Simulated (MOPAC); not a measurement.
Job for MOPAC: PM3 on C2H5Cl (a complex), monomers drawn apart or pushed together.

```
PM3 1SCF PRECISE CHARGE=0 THREADS=1
C2H5Cl

Cl    -0.44736345 1     0.01661880 1     0.25716943 1
H     -0.30982662 1     0.03203966 1     1.54328828 1
C      0.47710781 1     0.57553550 1     4.74825598 1
C     -0.38160841 1    -0.43070457 1     4.85837932 1
H      1.54086147 1     0.40590376 1     4.63364301 1
H      0.15017582 1     1.60802193 1     4.77241187 1
H     -1.44489650 1    -0.26093306 1     4.97701638 1
H     -0.05424210 1    -1.46311605 1     4.83820441 1
```

The log:

```
*******************************************************************************
 **                                                                           **
 **                              MOPAC v23.2.5                                **
 **                                                                           **
 *******************************************************************************
 ** MOPAC's Digital Object Identifier: https://doi.org/10.5281/zenodo.6511958 **
 **                                                                           **
 ** Please cite the open-source release paper for use of this MOPAC version:  **
 ** J. E. Moussa and J. J. P. Stewart (2026)                                  **
 ** MOPAC: An open-source semiempirical molecular orbital program             **
 ** J. Open Source Softw., 11(119), 8025, https://doi.org/10.21105/joss.08025 **
 *******************************************************************************

                              PM3 CALCULATION RESULTS

 *******************************************************************************
 *  PM3        - The PM3 Hamiltonian to be used
 *
 *
 *
 *                 CHARGE ON SYSTEM = 0
 *
 *
 *
 *  PRECISE    - TIGHTER CRITERIA TO BE USED
 *  1SCF       - DO 1 SCF AND THEN STOP
 *  THREADS=1  - MULTI-THREADING NOT USED
 *  T=         - A TIME OF 172800.0 SECONDS REQUESTED
 *  DUMP=N     - RESTART FILE WRITTEN EVERY 7200.0 SECONDS REQUESTED
 *******************************************************************************
PM3 1SCF PRECISE CHARGE=0 THREADS=1
 C2H5Cl

   ATOM   CHEMICAL          X               Y               Z
  NUMBER   SYMBOL      (ANGSTROMS)     (ANGSTROMS)     (ANGSTROMS)

     1      Cl         -0.44736345  *   0.01661880  *   0.25716943  *
     2       H         -0.30982662  *   0.03203966  *   1.54328828  *
     3       C          0.47710781  *   0.57553550  *   4.74825598  *
     4       C         -0.38160841  *  -0.43070457  *   4.85837932  *
     5       H          1.54086147  *   0.40590376  *   4.63364301  *
     6       H          0.15017582  *   1.60802193  *   4.77241187  *
     7       H         -1.44489650  *  -0.26093306  *   4.97701638  *
     8       H         -0.05424210  *  -1.46311605  *   4.83820441  *



          CARTESIAN COORDINATES

    NO.       ATOM           X           Y           Z

     1        Cl         -0.4474      0.0166      0.2572
     2         H         -0.3098      0.0320      1.5433
     3         C          0.4771      0.5755      4.7483
     4         C         -0.3816     -0.4307      4.8584
     5         H          1.5409      0.4059      4.6336
     6         H          0.1502      1.6080      4.7724
     7         H         -1.4449     -0.2609      4.9770
     8         H         -0.0542     -1.4631      4.8382

  H: (PM3): J. J. P. STEWART, J. COMP. CHEM. 10, 209 (1989).
  C: (PM3): J. J. P. STEWART, J. COMP. CHEM. 10, 209 (1989).
 Cl: (PM3): J. J. P. STEWART, J. COMP. CHEM. 10, 209 (1989).

           Empirical Formula: C2 H5 Cl  =     8 atoms



      MOLECULAR POINT GROUP   :   C2v


      RHF CALCULATION, NO. OF DOUBLY OCCUPIED LEVELS = 10


 -------------------------------------------------------------------------------
 PM3 1SCF PRECISE CHARGE=0 THREADS=1
 C2H5Cl



     1SCF WAS SPECIFIED, SO BFGS WAS NOT USED
     SCF FIELD WAS ACHIEVED


                              PM3 CALCULATION
                                                       MOPAC v23.2.5 Linux




          FINAL HEAT OF FORMATION =         -3.84909 KCAL/MOL =     -16.10461 KJ/MOL


          COSMO AREA              =        120.92 SQUARE ANGSTROMS
          COSMO VOLUME            =         95.63 CUBIC ANGSTROMS

          IONIZATION POTENTIAL    =         10.861652 EV
          HOMO LUMO ENERGIES (EV) =        -10.862  0.937
          NO. OF FILLED LEVELS    =         10
          MOLECULAR WEIGHT        =         64.5145         POINT GROUP:  C2v

          MOLECULAR DIMENSIONS (Angstroms)

            Atom       Atom       Distance
            H     7   Cl     1     4.83209
            H     8    H     6     3.06561
           Cl     1    H     5     2.80780


          SCF CALCULATIONS        =          1





   ATOM   CHEMICAL          X               Y               Z
  NUMBER   SYMBOL      (ANGSTROMS)     (ANGSTROMS)     (ANGSTROMS)

     1      Cl         -0.44736345  *   0.01661880  *   0.25716943  *
     2       H         -0.30982662  *   0.03203966  *   1.54328828  *
     3       C          0.47710781  *   0.57553550  *   4.74825598  *
     4       C         -0.38160841  *  -0.43070457  *   4.85837932  *
     5       H          1.54086147  *   0.40590376  *   4.63364301  *
     6       H          0.15017582  *   1.60802193  *   4.77241187  *
     7       H         -1.44489650  *  -0.26093306  *   4.97701638  *
     8       H         -0.05424210  *  -1.46311605  *   4.83820441  *

                             CARTESIAN COORDINATES

   1   Cl       -0.447363450     0.016618800     0.257169430
   2    H       -0.309826620     0.032039660     1.543288280
   3    C        0.477107810     0.575535500     4.748255980
   4    C       -0.381608410    -0.430704570     4.858379320
   5    H        1.540861470     0.405903760     4.633643010
   6    H        0.150175820     1.608021930     4.772411870
   7    H       -1.444896500    -0.260933060     4.977016380
   8    H       -0.054242100    -1.463116050     4.838204410


           Empirical Formula: C2 H5 Cl  =     8 atoms



      MOLECULAR POINT GROUP   :   C2v


                  EIGENVALUES
 -55.41210 -33.23315 -21.13653 -16.50261 -15.34303 -14.80231 -12.26834 -11.02512
 -11.02503 -10.86165   0.93680   1.46782   3.41614   3.74441   3.95002   5.29815
   5.43998


              NET ATOMIC CHARGES AND DIPOLE CONTRIBUTIONS

  ATOM NO.   TYPE          CHARGE      No. of ELECS.   s-Pop       p-Pop
    1         Cl          -0.104069        7.1041     1.96864     5.13543
    2          H           0.103046        0.8970     0.89695
    3          C          -0.159362        4.1594     1.18439     2.97497
    4          C          -0.159237        4.1592     1.18438     2.97486
    5          H           0.079900        0.9201     0.92010
    6          H           0.079913        0.9201     0.92009
    7          H           0.079893        0.9201     0.92011
    8          H           0.079916        0.9201     0.92008
 DIPOLE           X         Y         Z       TOTAL
 POINT-CHG.     0.071     0.008     0.662     0.666
 HYBRID         0.084     0.010     0.786     0.791
 SUM            0.155     0.017     1.448     1.456


          ATOMIC ORBITAL ELECTRON POPULATIONS

     Atom    s        px        py        pz
    1 Cl   1.96864   1.99023   1.99988   1.14533
    2  H   0.89695
    3  C   1.18439   0.99068   0.98446   0.99983
    4  C   1.18438   0.99128   0.98454   0.99903
    5  H   0.92010
    6  H   0.92009
    7  H   0.92011
    8  H   0.92008

 **********************
 *                    *
 * JOB ENDED NORMALLY *
 *                    *
 **********************




 == MOPAC DONE ==
```

The run finished.

Cost: roughly 0.03 core-seconds.
